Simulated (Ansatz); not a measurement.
Consider the atomization: `[CH2]1C[SiH2][AlH]1` → Al• + 2 C• + 7 H• + Si•.

Calculated with Ansatz (gas phase, PBE0-D4/def2-TZVP geometries, no zero-point term in ΔE). CCSD(T)/CBS adds triple-zeta CCSD(T) − MP2 to the extrapolated MP2 energy (def2 sets, frozen cores). This one scheme is used for every species, atoms too. DFT in def2-TZVPP. B3LYP here is the variant with VWN-RPA as its local correlation; programs differ in this. No spin–orbit coupling; open shells (•) take unrestricted orbitals. Spin–orbit coupling would lower the free atoms: a little for Al, C, Si.

```csv
species,B3LYP-D4 energy (Eh)
`[CH2]1C[SiH2][AlH]1`,-612.41550
Al•,-242.38761
C•,-37.85948
H•,-0.50215
Si•,-289.39209
```

(1) Work out ΔE.

Largest T1 diagnostic among the species: 0.018.

Results:

(1) ΔE = 7 × (-0.50215) + 2 × (-37.85948) + (-242.38761) + (-289.39209) − (-612.41550) = 1.40179 Eh = +38.14 eV. CCSD(T)/CBS gives +38.24 eV.

In def2-TZVPP, CCSD(T) changes the Hartree–Fock value by +8.63 eV (the triples alone add +0.47 eV) and MP2 by +8.80 eV; breaking electron pairs costs correlation energy, which Hartree–Fock lacks. From r2SCAN to r2SCAN0 (25 % exact exchange), in def2-TZVPP and without D4, ΔE moves by −0.32 eV: exact exchange takes away binding that semilocal exchange gives to molecules.

For atomizations the MP2-based limit and the directly extrapolated one differ by several kJ/mol either way, and by 10 to 25 for some Ge, Se and Sn compounds, so smaller differences from it don't rank the levels.
